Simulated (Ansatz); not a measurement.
Start from `P[Se][SiH2][SeH]` and change one atom or group to get `[SeH][SiH2][SeH]`.

Ansatz, PBE0-D4/def2-TZVP geometries, multiplicity 1. Each molecule was computed in one conformer, which needn't be the lowest.

Scalar relativity is left out up to krypton.

| property | `P[Se][SiH2][SeH]` |
| --- | --- |
| size of the dipole moment (B3LYP/def2-TZVPP) / D | 1.18 |
| zero-point energy (PBE0-D4/def2-TZVP) / kJ/mol | 117.5 |
| LUMO energy (PBE0/def2-TZVPP) / eV | -0.96 |
| HOMO–LUMO gap (PBE/def2-TZVPP) / eV | 4.16 |
| HOMO energy (ωB97M-V/def2-TZVPP) / eV | -9.22 |
| size of the dipole moment (PBE/def2-TZVPP) / D | 1.07 |

What does the change do to each property? (Best estimate.)

Ansatz gave: 
| property | `[SeH][SiH2][SeH]` | shift |
| --- | --- | --- |
| size of the dipole moment (B3LYP/def2-TZVPP) / D | 0.03 | -1.15 |
| zero-point energy (PBE0-D4/def2-TZVP) / kJ/mol | 88.9 | -28.6 |
| LUMO energy (PBE0/def2-TZVPP) / eV | -0.63 | 0.33 |
| HOMO–LUMO gap (PBE/def2-TZVPP) / eV | 4.46 | 0.30 |
| HOMO energy (ωB97M-V/def2-TZVPP) / eV | -9.15 | 0.07 |
| size of the dipole moment (PBE/def2-TZVPP) / D | 0.11 | -0.96 |

With PBE0 the HOMO rises by 0.07 eV and the LUMO rises by 0.33 eV, so the gap widens by about 0.26 eV. PBE moves the HOMO by 0.06 eV and ωB97M-V by 0.07 eV. The zero-point energy changes by -28.6 kJ/mol with -6 modes. Dipoles are sizes alone; their direction can turn.

B3LYP here is the variant with VWN-RPA as its local correlation; programs differ in this.

Spin–orbit coupling is left out; it splits and shifts lone-pair levels of the heavy atoms by tenths of an eV.
